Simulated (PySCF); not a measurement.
A PySCF script (with the pyscf-properties extension) for the NMR shieldings of SMILES FB(F)c1cccs1, C4H3BF2S, on a GFN2-xTB geometry:

```python
import basis_set_exchange as bse
import numpy as np
from pyscf import gto, dft
from pyscf.prop import nmr

atoms = """
F     2.823419   -0.825727    0.670509
B     2.176347    0.199409    0.139806
F     2.956444    1.201624   -0.224747
C     0.655267    0.195236   -0.023263
C    -0.220356   -0.806972    0.335097
C    -1.563124   -0.510279    0.060238
C    -1.712447    0.719863   -0.508654
S    -0.222167    1.530174   -0.715751
H     0.115455   -1.724406    0.784151
H    -2.381789   -1.173304    0.273876
H    -2.621623    1.197053   -0.817226
"""
names = dict.fromkeys(["F", "B", "C", "S", "H"], "pcSseg-1")
basis = {el: gto.basis.parse(bse.get_basis(n, elements=[el], fmt="nwchem")) for el, n in names.items()}
mol = gto.M(atom=atoms, basis=basis, charge=0, verbose=0)
mf = dft.RKS(mol, xc="PBE0")
mf.grids.level = 2
mf.grids.alignment = dft.numint.BLKSIZE   # the property module wants whole blocks of grid points
mf.conv_tol = 1e-9
mf.kernel()

calc = nmr.RKS(mf)   # GIAO
C = mf.mo_coeff
Co = C[:, mf.mo_occ > 0]
resp = mf.gen_response(singlet=True, hermi=2)
def vind(x):   # induced exchange potential for any number of trial vectors
    d = np.einsum("pi,xij,qj->xpq", C, 2 * x.reshape(-1, C.shape[1], Co.shape[1]), Co, optimize=True)
    return np.einsum("xpq,pi,qj->xij", resp(d - d.transpose(0, 2, 1)), C, Co, optimize=True).ravel()
mo1, _ = nmr.rhf.solve_mo1(calc, with_cphf=vind)
sigma = calc.kernel(mo1)
for i, s in enumerate(sigma):   # ppm
    print("%2d %-2s %9.2f" % (i, mol.atom_pure_symbol(i), np.trace(s) / 3))
```

**Question.** Give the expected output.

**Answer.** 
```
 0 F     264.61
 1 B      78.10
 2 F     262.89
 3 C      51.73
 4 C      37.89
 5 C      54.32
 6 C      39.05
 7 S     232.77
 8 H      23.59
 9 H      24.29
10 H      23.92
```

These numbers come from an equivalent density-fitted implementation of the same equations, which agrees with the script to about 0.01 ppm for H and up to a few tenths of a ppm for heavy atoms, so last digits may differ.

Size and cost of the density-fitted run: 158 basis functions, 17 s wall time on 1 thread of an Arm Neoverse V1, shared host.
